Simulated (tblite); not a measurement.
C₇H₁₀N₂.
Atom-mapped SMILES: `[CH:1]#[C:2][C@@H:3]([C:4]#[N:5])[CH2:6][CH2:7][NH:8][CH3:9]` (hydrogens: H10 on C1; H11 on C3; H12, H13 on C6; H14, H15 on C7; H16 on N8; H17, H18, H19 on C9)

Computed with GFN2-xTB (tblite), gas phase: L-BFGS steps from a force-field or distance-geometry start until the largest atomic force falls under 0.01 eV/Å.

Step 17: E = -702.3138 eV
```
atom  x, y, z in Å  |  force x, y, z in eV/Å
C1     -3.5764    1.2498    1.1537   -0.079   0.056   0.041
C2     -2.5874    0.6203    0.9188    0.072  -0.036  -0.026
C3     -1.3704   -0.0980    0.5687   -0.046   0.007   0.056
C4     -1.7238   -1.4057    0.0551    0.007   0.078  -0.038
N5     -2.0130   -2.4268   -0.3681   -0.002  -0.015   0.004
C6     -0.5572    0.7040   -0.4644   -0.014   0.005  -0.004
C7      0.7975    0.0614   -0.7371    0.020  -0.046  -0.006
N8      1.5993   -0.0113    0.4704    0.027   0.017  -0.009
C9      2.8660   -0.6825    0.2576   -0.012  -0.027   0.005
H10    -4.4366    1.8041    1.3901    0.028  -0.054  -0.012
H11    -0.7558   -0.2423    1.4655    0.046  -0.015   0.024
H12    -1.1195    0.7710   -1.3966   -0.026   0.003  -0.041
H13    -0.4198    1.7165   -0.0790    0.012   0.027   0.020
H14     1.2953    0.6168   -1.5527    0.041   0.011   0.024
H15     0.6481   -0.9655   -1.0824   -0.013  -0.057  -0.040
H16     1.7664    0.9245    0.8324   -0.003   0.023  -0.035
H17     3.4852   -0.2249   -0.5305   -0.041   0.026   0.044
H18     2.6634   -1.7137   -0.0312   -0.001  -0.027   0.004
H19     3.4289   -0.6884    1.1895   -0.016   0.022  -0.011
```

Step 18: E = -702.3148 eV
```
atom  x, y, z in Å  |  force x, y, z in eV/Å
C1     -3.5742    1.2477    1.1545   -0.050   0.032   0.031
C2     -2.5836    0.6186    0.9233    0.047  -0.001  -0.023
C3     -1.3661   -0.0970    0.5697   -0.055   0.006   0.056
C4     -1.7249   -1.4035    0.0558    0.034   0.064  -0.054
N5     -2.0145   -2.4234   -0.3706   -0.004   0.009   0.019
C6     -0.5564    0.7067   -0.4669   -0.027  -0.018   0.026
C7      0.7970    0.0600   -0.7390    0.007  -0.034   0.002
N8      1.5972   -0.0113    0.4705    0.018   0.007  -0.012
C9      2.8645   -0.6825    0.2598   -0.018  -0.020  -0.002
H10    -4.4373    1.7988    1.3872    0.027  -0.050  -0.006
H11    -0.7478   -0.2429    1.4647    0.032  -0.009  -0.001
H12    -1.1232    0.7733   -1.3974    0.002   0.006  -0.015
H13    -0.4169    1.7188   -0.0793    0.005   0.006   0.000
H14     1.2985    0.6124   -1.5542    0.035   0.010   0.019
H15     0.6424   -0.9670   -1.0833    0.005  -0.042  -0.027
H16     1.7643    0.9251    0.8315   -0.008   0.017  -0.042
H17     3.4813   -0.2227   -0.5290   -0.029   0.010   0.048
H18     2.6616   -1.7139   -0.0290    0.008  -0.019   0.005
H19     3.4281   -0.6878    1.1917   -0.027   0.025  -0.024
```

Step 19: E = -702.3156 eV
```
atom  x, y, z in Å  |  force x, y, z in eV/Å
C1     -3.5726    1.2464    1.1556   -0.002  -0.004   0.016
C2     -2.5808    0.6180    0.9263    0.007   0.031  -0.009
C3     -1.3637   -0.0962    0.5714   -0.029   0.009   0.031
C4     -1.7253   -1.4011    0.0551    0.042   0.037  -0.052
N5     -2.0155   -2.4207   -0.3720   -0.002   0.032   0.025
C6     -0.5562    0.7083   -0.4684   -0.022  -0.028   0.038
C7      0.7968    0.0583   -0.7404   -0.011  -0.016   0.005
N8      1.5960   -0.0112    0.4705   -0.007  -0.006  -0.009
C9      2.8631   -0.6829    0.2614   -0.022  -0.008  -0.005
H10    -4.4377    1.7942    1.3851    0.006  -0.032   0.005
H11    -0.7415   -0.2435    1.4643    0.013  -0.006  -0.021
H12    -1.1260    0.7750   -1.3983    0.026   0.006   0.016
H13    -0.4146    1.7206   -0.0796   -0.001  -0.016  -0.016
H14     1.3018    0.6093   -1.5547    0.020   0.003   0.017
H15     0.6384   -0.9690   -1.0847    0.021  -0.018  -0.011
H16     1.7629    0.9260    0.8298   -0.010   0.008  -0.047
H17     3.4778   -0.2206   -0.5270   -0.010  -0.002   0.036
H18     2.6605   -1.7146   -0.0273    0.012  -0.010   0.005
H19     3.4271   -0.6870    1.1930   -0.030   0.022  -0.021
```

Problem. Estimate the geometry and energy of step 20. (The exact step hangs on the optimiser's Hessian estimate; all steps are aligned on step 19, rigid shifts and turns removed.)

Solution. E = -702.3162 eV, largest force 0.051 eV/Å
```
atom  x, y, z in Å  |  force x, y, z in eV/Å
C1     -3.5717    1.2455    1.1568    0.031  -0.029   0.004
C2     -2.5789    0.6182    0.9281   -0.021   0.046   0.006
C3     -1.3627   -0.0954    0.5730    0.009   0.013  -0.002
C4     -1.7249   -1.3986    0.0537    0.034   0.011  -0.036
N5     -2.0162   -2.4184   -0.3725    0.001   0.041   0.020
C6     -0.5565    0.7089   -0.4687   -0.004  -0.024   0.029
C7      0.7964    0.0567   -0.7413   -0.022  -0.001   0.003
N8      1.5950   -0.0113    0.4702   -0.030  -0.016  -0.002
C9      2.8616   -0.6835    0.2624   -0.021   0.001  -0.004
H10    -4.4381    1.7905    1.3839   -0.021  -0.012   0.015
H11    -0.7372   -0.2440    1.4638   -0.001  -0.004  -0.026
H12    -1.1273    0.7762   -1.3987    0.035   0.002   0.035
H13    -0.4130    1.7214   -0.0801   -0.004  -0.028  -0.022
H14     1.3044    0.6074   -1.5545    0.001  -0.004   0.017
H15     0.6361   -0.9707   -1.0861    0.030   0.001   0.001
H16     1.7619    0.9270    0.8275   -0.009   0.001  -0.048
H17     3.4752   -0.2192   -0.5249    0.007  -0.008   0.016
H18     2.6600   -1.7154   -0.0260    0.012  -0.006   0.004
H19     3.4259   -0.6860    1.1935   -0.027   0.017  -0.008
```

The energy changes by -0.0006 eV. The first-order estimate −F·Δx gives -0.0008 eV and the mean of the old and new forces, exact on a quadratic surface, -0.0006 eV. The step makes an angle of 63° with the force vector and moves no atom by more than 0.004 Å.

What follows is the cost of the whole relaxation. The run took 0.41 s of wall time on one thread of an Arm Neoverse V2, shared host.
